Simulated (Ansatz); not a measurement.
Molecule: C₃H₁₁NSi (charge 0, singlet). 
Coordinates optimised at B3LYP-D3(BJ)/def2-TZVP (Ansatz, a first-principles code):
```xyz
16

C     -2.0073     1.0107     0.0730
C     -1.3238    -0.1586     0.7904
Si     0.0142    -1.0040    -0.2187
N      1.2194     0.1293    -0.7037
C      2.0493     0.8779     0.2280
H     -2.4945     0.6789    -0.8466
H     -2.7693     1.4792     0.6997
H     -1.2830     1.7779    -0.2051
H     -0.8862     0.1801     1.7356
H     -2.0578    -0.9227     1.0685
H     -0.5355    -1.5675    -1.4773
H      0.5462    -2.1303     0.6049
H      1.6503    -0.0045    -1.6047
H      2.9293     0.3223     0.5760
H      1.4631     1.1459     1.1091
H      2.3940     1.8121    -0.2216
```

Dipole moments at this geometry, in debye (magnitudes).

```json
[
 {"level": "PBE/def2-TZVPD", "program": "Ansatz", "dipole (D)": "?"},
 {"level": "revPBE/def2-TZVPD", "program": "Ansatz", "dipole (D)": "0.94"},
 {"level": "B97M-V/def2-TZVPD", "program": "Ansatz", "dipole (D)": "1.01"},
 {"level": "PBE0/def2-TZVPD", "program": "Ansatz", "dipole (D)": "0.91"},
 {"level": "LC-wPBE/def2-TZVPD", "program": "Ansatz", "dipole (D)": "0.90"},
 {"level": "CCSD(T)/aug-cc-pV(D+d)Z", "program": "Ansatz", "dipole (D)": "?"}
]
```

### Question
What belongs in the gaps?

### Answer

- PBE/def2-TZVPD, dipole (D): 0.93
- CCSD(T)/aug-cc-pV(D+d)Z, dipole (D): 0.93
